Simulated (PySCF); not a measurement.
formamidinium (CH5N2), SMILES NC=[NH2+], charge +1.

Geometry: PBE-D3(BJ)/def2-TZVP. One conformer was computed; it need not be the lowest.

Two levels are set side by side: TDDFT-PBE/def2-SVPD (PySCF) and TDDFT-B3LYP/def2-SVPD (PySCF). Vertical, same geometry. The lowest singlet is HOMO→LUMO 98 % with PBE and HOMO→LUMO 98 % with the other functional; states are paired by order. Differences are taken from unrounded values.

```csv
quantity,TDDFT-B3LYP
lowest singlet excitation (eV),7.49
lowest triplet excitation (TDA) (eV),5.05
first bright state (f over 0.05) (eV),7.49
its oscillator strength,0.34
```

What does TDDFT-PBE give, and how far is it from TDDFT-B3LYP? (The exact figures need the calculation; the answer reports its results.)


| quantity | TDDFT-PBE | TDDFT-PBE minus TDDFT-B3LYP |
|---|---|---|
| lowest singlet excitation (eV) | 7.38 | -0.10 |
| lowest triplet excitation (TDA) (eV) | 4.97 | -0.08 |
| first bright state (f over 0.05) (eV) | 7.38 | -0.10 |
| its oscillator strength | 0.32 | -0.01 |

Rough cost on one machine, each run with all the roots and properties that it gave: TDDFT-B3LYP against TDDFT-PBE within a factor of 2.
